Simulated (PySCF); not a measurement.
C5H9ClOSi2.
Numbering: `[CH2:1]=[CH:2][CH2:3][Si@@H:4]1[C:5](=[O:6])[SiH2:7][C@@H:8]1[Cl:9]`

NICS = −σ at a ghost point: NICS(0) at the centroid of the ring atoms, NICS(1) 1 Å to either side along the normal of their mean plane, zz for the tensor component along that normal. Level: GIAO PBE0/pcSseg-1 (PySCF, non-relativistic, gas phase) on the GFN2-xTB geometry, one conformer.

Ring bond lengths (Å), with Mayer bond orders in brackets: Si4–C5 1.962 (0.77), C5–Si7 1.958 (0.81), Si7–C8 1.935 (0.83), C8–Si4 1.941 (0.80).

Q: Give the NICS values of each ring in ppm.

A: 
```tsv
ring	type	NICS(0)	NICS(1), two faces	NICS(1)zz, two faces	rms pucker (Å)	centre to ring atoms, mean (Å)
Si4–C5–Si7–C8	4-membered ring with 2 Si; formal bonds all single	15.0	3.1 / 0.3	5.0 / -2.6	0.06	1.37
```

Q: What can be read from them?

A: 
- Si4–C5–Si7–C8: mean NICS(1)zz 1.2 ppm, near zero. Si4, Si7, C8 have four or more neighbours, so the value isn't read as a sign of a π ring current. The two faces differ by 7.6 ppm, so no symmetry operation interchanges them. NICS(0) lies 13 ppm above the mean NICS(1).

Q: At the first NICS(1) probe listed for ring Si4–C5–Si7–C8, 1 Å off the ring, how large is the induced field along the normal in 14.1 T applied along it?

A: NICSzz × B0 = 5.0 ppm × 14.1 T = 70 μT, along the applied field.

Q: Give the inner angles of the rings and the Hirshfeld charges of the ring atoms.

A: 
- Si4–C5–Si7–C8: Si4 82.9° (+0.352 e), C5 95.8° (-0.002 e), Si7 83.1° (+0.321 e), C8 97.3° (-0.176 e); sum 359.2° against 360° for a flat convex ring.

Q: What are the shieldings of the ring atoms and their hydrogens in the same run (means over atoms taken as equivalent)?

A: 
```csv
atoms,environment,σ isotropic (ppm),"principal values of the symmetric part, first atom (ppm)"
Si4,SiH silicon,348.0,"268.0, 316.9, 459.3"
C5,carbonyl carbon,-132.1,"-339.6, -112.9, 56.2"
Si7,SiH2 silicon,373.2,"267.1, 323.8, 528.7"
C8,sp3 C–Cl carbon,157.8,"128.9, 149.9, 194.5"
H on Si4,Si–H hydrogen,26.88,"23.8, 24.9, 32.0"
H on Si7,Si–H hydrogen,26.66,"22.8, 24.6, 32.6"
H on Si7,Si–H hydrogen,26.65,"23.6, 24.7, 31.7"
H on C8,methine hydrogen,27.68,"23.1, 24.9, 35.0"
```

Conformer computed: `[CH2:1]=[CH:2][CH2:3][Si@@H:4]1[C:5](=[O:6])[SiH2:7][C@@H:8]1[Cl:9]`: C1–C2–C3–Si4 105°, C2–C3–Si4–C5 173°.
